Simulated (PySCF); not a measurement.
**Frontier orbitals and the lowest excitations**

Species: Au(PF3)Br (singlet state).
Geometry (PBE0-D3(BJ)/def2-SVP, Å), atoms numbered from 1 in this order:
```
atom  x, y, z in Å
Au1    0.216   -0.267   -1.402
P2    -0.109    0.134    0.741
F3     0.103    1.603    1.256
F4     0.769   -0.638    1.790
F5    -1.536   -0.147    1.334
Br6    0.558   -0.686   -3.720
```

Computed with TDDFT CAM-B3LYP/def2-SVPD, vertical, gas phase, core orbitals frozen in the response, def2 core potentials past Kr in PySCF 2.14.0, density-fitted response routines. Spin–orbit coupling is left out.

Kohn–Sham orbitals with the atoms that hold most of them (Löwdin shares over 4%, at most four atoms):

| orbital | ε (eV) | atoms |
| --- | --- | --- |
| HOMO-3 | -11.37 | Au1 46%, Br6 22%, P2 16%, F4 5% |
| HOMO-2 | -10.25 | Br6 54%, Au1 42% |
| HOMO-1 | -9.04 | Br6 88%, Au1 10% |
| HOMO | -9.04 | Br6 88%, Au1 10% |
| LUMO | -0.95 | Au1 37%, P2 29%, F3 9%, F4 9% |
| LUMO+1 | -0.95 | Au1 37%, P2 29%, F5 10%, F4 8% |
| LUMO+2 | 0.04 | Au1 38%, Br6 27%, P2 13%, F4 7% |

Within 0.005 eV of a neighbour in this list lie HOMO-1/HOMO (point group found: C3v); within a degenerate set the shares of single atoms can hang on how the components are chosen.

(1) The HOMO–LUMO gap is 8.08 eV. Where does the response calculation put the lowest singlet, and from which orbitals?

Results:

(1) S1 is at 5.20 eV (f = 0.0000), 2.88 eV below the gap, made of HOMO-1/HOMO→LUMO/LUMO+1 (≥88%). 

For S1 the Löwdin share of gold is 10% in HOMO and 37% in LUMO.

Next come S2 at 5.26 eV (f 0.0000), HOMO-1/HOMO→LUMO/LUMO+1 (≥90%); S3 at 5.26 eV (f 0.0000), HOMO-1/HOMO→LUMO/LUMO+1 (≥90%); S4 at 5.75 eV (f 0.024), HOMO-1/HOMO→LUMO+2 (≥81%); S5 at 5.75 eV (f 0.0077), HOMO-1/HOMO→LUMO+2 (≥91%).

Orbitals of the list HOMO-3 to LUMO+2 that lie within 0.01 eV of each other are written together with a slash and their weights summed (≥ marks a lower bound); for degenerate orbitals outside that list single weights are arbitrary.

Time: 89 s wall. Hardware: one thread, Arm Neoverse V1, shared host.
